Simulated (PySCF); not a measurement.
Molecule: SMILES OB(O)C1=C[C@@H]2C=C[C@H]12, C6H7BO2.

Bonds (- single, = double, # triple, : aromatic): O1-B2, B2-O3, B2-C4, C4=C5, C5-C6, C6-C7, C7=C8, C8-C9, C9-C4, C9-C6. O1 carries H10; O3 carries H11; C5 carries H12; C6 carries H13; C7 carries H14; C8 carries H15; C9 carries H16. Stereochemistry as in OB(O)C1=C[C@@H]2C=C[C@H]12.

Frames of a GFN2-xTB Langevin trajectory at 200 K; GIAO PBE0/pcSseg-1 shieldings in PySCF 2.14.0 with density-fitted response routines, gas phase, non-relativistic; equivalent atoms averaged within each frame.

Shifts are taken against calculated references (same method and geometry level): H2O for ¹⁷O (336.08 ppm); BF3·OEt2 for ¹¹B (100.07 ppm); ¹³C (186.93 ppm) and ¹H (31.72 ppm) against TMS. The references are static minima.

How do the shifts (ppm) fluctuate along the trajectory?

Answers


| time (fs) | O1/O3 | B2 | C5 | C4 | C8 | C7 | C9 | C6 | H12 | H15 |
| --- | --- | --- | --- | --- | --- | --- | --- | --- | --- | --- |
| optimised geometry | 116.0 | 21.6 | 172.8 | 163.1 | 156.0 | 152.5 | 55.0 | 53.8 | 7.83 | 7.03 |
| 250 | 122.3 | 22.6 | 170.9 | 168.1 | 162.3 | 161.2 | 55.4 | 55.1 | 7.53 | 7.48 |
| 425 | 125.8 | 22.3 | 180.5 | 165.0 | 157.8 | 155.7 | 58.5 | 61.1 | 8.45 | 7.15 |
| 625 | 121.9 | 22.2 | 167.8 | 167.9 | 159.5 | 152.9 | 57.1 | 55.7 | 7.53 | 6.46 |
| 800 | 105.8 | 19.5 | 170.6 | 158.5 | 150.8 | 150.2 | 56.5 | 53.8 | 7.46 | 7.29 |
| 1000 | 116.4 | 22.5 | 159.5 | 159.8 | 163.3 | 159.0 | 57.0 | 51.1 | 7.33 | 7.20 |
| mean of frames | 118.4 | 21.8 | 169.9 | 163.8 | 158.7 | 155.8 | 56.9 | 55.4 | 7.66 | 7.12 |
| standard deviation | 7.8 | 1.3 | 7.5 | 4.5 | 4.9 | 4.5 | 1.1 | 3.6 | 0.45 | 0.39 |

5 frames give an uncertainty of the mean of about the standard deviation over 2.2 at best, since frames this close in time may not be independent; classical motion lacks zero-point vibration, and the reference would need the same averaging.
